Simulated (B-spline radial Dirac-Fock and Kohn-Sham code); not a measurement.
## Widths and yields of inner-shell holes in As⁺

System: arsenic as As⁺, [Ar] 3d10 4s2 4p2.

The computed values come from a B-spline atomic structure program: independent-particle radiative and Coulomb Auger rates from relativistic LDA hole-state orbitals, with Dirac-Fock energies.

Partial widths are in eV. Coster-Kronig decay leaves a hole in the same principal shell; its rates are the weakest part of the model, often 1.5 to 2.5 times too large and more for N holes. Holes without an open Auger channel, or with an unreliable SCF state, are not listed.

```
hole  radiative   Auger  Coster-Kronig   total  fluorescence yield  lifetime (fs)
   K       1.17   0.880              0    2.05               0.571          0.321
  L1     0.0104   0.625           7.37    8.01             0.00129         0.0822
  L2     0.0149   0.888         0.0254   0.928              0.0161          0.709
  L3     0.0147   0.929              0   0.944              0.0155          0.697
  M1   8.18e-05  0.0268           3.12    3.15            2.60e-05          0.209
  M2   0.000230  0.0114           3.58    3.59            6.40e-05          0.183
  M3   0.000211  0.0115           3.19    3.21            6.59e-05          0.205
  M4   7.52e-07  0.0249              0  0.0249            3.02e-05           26.4
  M5   7.18e-07  0.0251              0  0.0251            2.86e-05           26.2
```
